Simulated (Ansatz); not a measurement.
Consider the ligand exchange at the In–N bond: `[SiH3][N]([SiH3])[In]([Cl])[Cl]` + CH₃OH → `C[O][In]([Cl])[Cl]` + `[SiH3]N[SiH3]`.

Program: Ansatz. Geometries: PBE0-D4/def2-TZVP. ΔE: electronic, gas phase. CCSD(T)/CBS is the MP2 limit (def2-TZVPP, def2-QZVPP) plus CCSD(T) − MP2 in def2-TZVPP, frozen cores. This one scheme is used for every species. DFT in def2-TZVPP. def2 core potentials past Kr. For In outer-core shells are correlated without core-valence functions, which leaves a few kJ/mol of doubt a bond. Each species was taken in one conformer, which may not be the lowest.

```csv
level,ΔE (kJ/mol),difference from CCSD(T)/CBS
PBE-D4,2.7,-11.1
revPBE-D4,1.8,-12.0
BLYP-D4,-2.2,-16.0
B97M-V,-2.4,-16.2
ωB97X-V,4.5,-9.3
ωB97M-V,7.0,-6.8
revPBE,-8.1,-21.9
BHLYP,-3.2,-17.0
LC-ωPBE,0.6,-13.2
HF/def2-SVP,2.2,-11.6
CCSD/def2-SVP,9.4,-4.4
CCSD(T)/def2-SVP,10.8,-3.0
HF/def2-TZVPP,-2.6,-16.4
CCSD/def2-TZVPP,11.2,-2.6
HF/CBS(def2),-2.9,-16.7
CCSD/CBS(def2),12.0,-1.8
CCSD(T)/CBS,13.8,0
```

Largest T1 diagnostic among the species: 0.015.

Leaving LDA and LC-ωPBE aside and taking each functional with its dispersion term where it has one, the values, not all of them listed here, spread over 13.2 kJ/mol, from B97M-V to PBE-QIDH. LDA lies +8.5 kJ/mol from PBE without D4. In def2-TZVPP, CCSD(T) changes the Hartree–Fock value by +15.6 kJ/mol (the triples alone add +1.8 kJ/mol) and MP2 by +19.6 kJ/mol.
